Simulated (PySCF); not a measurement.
## Fractional electron number in Ru²⁺ (ruthenium, charge +2)

The 4d beta orbital of [Kr] 4d6 is emptied in steps (occupation f), with all orbitals relaxed, ending at [Kr] 4d5. Computed with PySCF 2.14 in x2c-TZVPall, with scalar relativity by spin-free X2C-1e. The exact energy is a straight line in f; departures are measured from the line between the end points of the same method.

```json
{"f": "1", "CAM-B3LYP (eV)": "0.000"}
{"f": "0.8", "CAM-B3LYP (eV)": "-0.456"}
{"f": "0.6", "CAM-B3LYP (eV)": "-0.690"}
{"f": "0.4", "CAM-B3LYP (eV)": "-0.696"}
{"f": "0.2", "CAM-B3LYP (eV)": "-0.469"}
{"f": "0", "CAM-B3LYP (eV)": "0.000"}
```

```csv
method,E(f=0) − E(f=1) (eV),−ε at f=1 (eV),−ε at f=0.4 (eV)
CAM-B3LYP,28.622,25.797,29.169
```

Orbital energy along the path (eV):

| f | CAM-B3LYP |
| --- | --- |
| 1 | -25.797 |
| 0.8 | -26.892 |
| 0.6 | -28.016 |
| 0.4 | -29.169 |
| 0.2 | -30.356 |
| 0 | -31.587 |

Reference removal energy between the ground levels: 28.47 eV (semi-empirical (NIST evaluation); NIST Atomic Spectra Database, ionization energies). The calculation has no spin-orbit coupling. The determinant left behind need not be the lowest term of the ion.
